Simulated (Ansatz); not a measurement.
Reaction (formal exchange of groups at a Ge–I bond): `[Cl][Ge]([Cl])([Cl])[I]` + `FC(F)(F)CBr` → `F[C](F)(F)[Ge]([Cl])([Cl])[Cl]` + `BrCI`

Isolated molecules relaxed with PBE0-D4/def2-TZVP in Ansatz; ΔE leaves out vibrations. CCSD(T)/CBS is the MP2 limit (def2-TZVPP, def2-QZVPP) plus CCSD(T) − MP2 in def2-TZVPP, frozen cores. Functionals use def2-TZVPP. B3LYP here is the variant with VWN-RPA as its local correlation; programs differ in this. def2 core potentials past Kr. For Br, Ge, I outer-core shells are correlated without core-valence functions, which leaves a few kJ/mol of doubt a bond. Scalar relativity is left out up to krypton.

| level | ΔE (kcal/mol) | difference from CCSD(T)/CBS |
| --- | --- | --- |
| LDA (SPW92) | 36.6 | -0.9 |
| BHLYP-D4 | 40.1 | 2.6 |
| BLYP | 32.6 | -4.9 |
| B3LYP | 35.8 | -1.7 |
| r2SCAN0 | 39.6 | 2.1 |
| CAM-B3LYP | 37.2 | -0.3 |
| RPA@PBE/def2-TZVPP | 34.9 | -2.6 |
| MP2/def2-SVP | 41.3 | 3.8 |
| CCSD(T)/def2-SVP | 40.6 | 3.1 |
| MP2/def2-TZVPP | 37.8 | 0.3 |
| SCS-MP2/def2-TZVPP | 37.0 | -0.5 |
| CCSD/def2-TZVPP | 37.5 | 0.0 |
| CCSD(T)/def2-TZVPP | 36.5 | -1.0 |
| MP2/def2-QZVPP | 38.4 | 0.9 |
| SCS-MP2/def2-QZVPP | 37.6 | 0.1 |
| HF/CBS(def2) | 42.6 | 5.1 |
| CCSD(T)/CBS | 37.5 | 0 |

Largest T1 diagnostic among the species: 0.011.

In def2-TZVPP, CCSD(T) changes the Hartree–Fock value by −6.0 kcal/mol (the triples alone add −1.0 kcal/mol) and MP2 by −4.7 kcal/mol. Leaving LDA and LC-ωPBE aside and taking each functional with its dispersion term where it has one, the values, not all of them listed here, spread over 7.3 kcal/mol, from BLYP-D4 to BHLYP-D4. LDA lies +2.5 kcal/mol from PBE without D4. At CCSD(T), def2-SVP lies +3.1 kcal/mol from the extrapolated value and def2-TZVPP −1.0 kcal/mol.
